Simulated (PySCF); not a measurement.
Working out the ionisation energy of Sc

Sc [Ar] 3d1 4s2 (2D) → Sc⁺ [Ar] 3d1 4s1 (3D). All numbers are calculated (PySCF 2.14, the non-relativistic Hamiltonian (point nucleus), in def2-TZVP (6s4p4d1f, 45 functions)). Frozen: [Ar]. Energies in hartree (1 hartree = 27.21139 eV):

| part | Sc (lower) | Sc⁺ (upper) |
| --- | --- | --- |
| UHF | -759.724439 | -759.527196 |
| MP2 opposite-spin | -0.023515 | 0.000000 |
| MP2 same-spin | -0.002487 | -0.002574 |

Task: What does Hartree-Fock give?

Result: (-759.527196) − (-759.724439) = 0.197243 hartree = 5.367 eV.

Task: What do MP2 and SCS-MP2 (6/5 opposite-spin, 1/3 same-spin) give?

Result: The opposite-spin parts differ by 0.640 eV and the same-spin parts by -0.002 eV. MP2: 5.367 + (0.640) + (-0.002) = 6.005 eV. SCS-MP2: 5.367 + 1.2 × (0.640) + (-0.002)/3 = 6.134 eV.

Measured between the centres of the two terms (NIST): 6.562 eV, so MP2 (valence) is off by -0.557 eV.

The calculation is non-relativistic.

What remains against the reference includes basis incompleteness, the frozen core and correlation beyond second order.
